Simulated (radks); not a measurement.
Dipole-allowed excitations along the series with 48 electrons in [Kr] 4d10 5s2. Method: scalar-relativistic Kohn-Sham, LDA (Slater exchange, VWN5 correlation), spin-polarised, spherical densities, finite nucleus; Fermi nuclear charge, rms radius of each element as measured or else 0.836 A^(1/3) + 0.57 fm; computed with a radial shooting solver on a logarithmic mesh with Libxc functionals. Time-dependent linear response with the Hartree and adiabatic LDA kernel, continuum included through the Sternheimer equations, no spin-orbit coupling, so fine structure and intercombination lines are absent. Lines are the poles of the dipole polarisability below minus the highest occupied eigenvalue, found on a grid refined at the orbital gaps; the lowest seven at most are given, and weak or close lines can be missed. The first line takes the name of the lowest orbital gap if no other gap lies below it; otherwise a line is named after a gap within 0.6 % of it, if that gap stands alone.

species  -e(HOMO) (eV)  lowest orbital gap (eV)  first line (eV)     f  static alpha (bohr^3)  measured (eV)
Cd               5.955              5s-5p 4.630    5.341 (5s-5p)  1.25                  44.66    5s-5p 5.417
In+             15.303              5s-5p 6.612    7.958 (5s-5p)  1.52                  22.76    5s-5p 7.816
Sn2+            26.532              5s-5p 8.403   10.155 (5s-5p)  1.56                  14.37              -

Measured values: term averages from the NIST Handbook of Basic Atomic Spectroscopic Data.
